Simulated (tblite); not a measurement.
Compound: C2H10GeO2Si2.
SMILES with atom numbers: `[GeH3:1][O:2][Si@H:3]1[CH2:4][CH2:5][SiH2:6][O:7]1` (hydrogens: H8, H9, H10 on Ge1; H11 on Si3; H12, H13 on C4; H14, H15 on C5; H16, H17 on Si6)

Computed with GFN2-xTB (tblite), gas phase: L-BFGS steps from a force-field or distance-geometry start until the largest atomic force falls under 0.01 eV/Å.

Geometry at step 5:
```
atom  x, y, z in Å
Ge1    -3.0158   -0.8401    0.3223
O2     -1.6055   -1.1972   -0.6386
Si3    -0.0732   -0.7797   -0.3457
C4      0.3888    0.9793   -0.8042
C5      1.7188    1.2250   -0.0823
Si6     1.9250   -0.1190    1.2381
O7      0.3991   -0.7191    1.2209
H8     -4.1404   -0.6824   -0.6192
H9     -3.1956   -2.0050    1.1981
H10    -2.7539    0.4164    1.0492
H11     0.8239   -1.7092   -0.9934
H12     0.4814    1.1101   -1.8758
H13    -0.3545    1.7145   -0.4974
H14     1.7722    2.2250    0.3464
H15     2.5318    1.1947   -0.8040
H16     2.7548   -1.1791    0.6957
H17     2.3359    0.3776    2.5284
```

Problem. Give the atomic forces at this geometry.

Solution. 
```csv
atom,Fx (eV/Å),Fy (eV/Å),Fz (eV/Å)
Ge1,0.202,0.042,0.006
O2,0.109,-0.047,0.093
Si3,-0.188,0.057,0.054
C4,0.074,0.400,-0.170
C5,0.191,0.354,-0.216
Si6,0.042,0.144,-0.088
O7,-0.016,-0.282,0.195
H8,-0.183,-0.008,-0.358
H9,-0.068,-0.327,0.303
H10,0.003,0.260,0.223
H11,-0.224,-0.441,-0.307
H12,0.157,0.072,-0.208
H13,-0.112,-0.011,0.172
H14,-0.125,0.097,0.003
H15,0.117,-0.099,-0.059
H16,0.243,-0.146,0.078
H17,-0.221,-0.064,0.281
```

The largest, 0.58 eV/Å, acts on H11; the rms over all components is 0.191 eV/Å. The forces sum to zero within rounding, as they must for an isolated molecule in no field.

Problem. Give the force on H11 in Eh/bohr and in nN.

Solution. 0.582 eV/Å ÷ 51.422 = 0.01132 Eh/bohr, and 0.582 eV/Å × 1.602 = 0.93 nN.

Problem. How far is this geometry from the end of the optimisation?

Solution. 0.437 eV above it, and 0.638 Å rms away after alignment. The bonds farthest from their final lengths, with half the difference of the two atoms' forces along the bond (positive lengthens):

```
   bond  now (Å)  final (Å)  force along bond (eV/Å)
Ge1–H10    1.475      1.501                    +0.13
 Ge1–H9    1.468      1.494                    +0.25
 Si3–C4    1.876      1.900                    +0.22
 Ge1–H8    1.475      1.498                    +0.26
Si6–H17    1.442      1.462                    +0.09
 C5–Si6    1.895      1.908                    +0.11
```

The angle farthest from its final value is Si3–O7–Si6, 107.0° against 118.5°.

Of the 6 listed bonds off by 0.010 Å or more, this force points towards the final length in 6.

The cost below is that of the whole relaxation. On Intel Xeon at 2.70 GHz, one thread, shared host, this took 1.9 s of wall time.
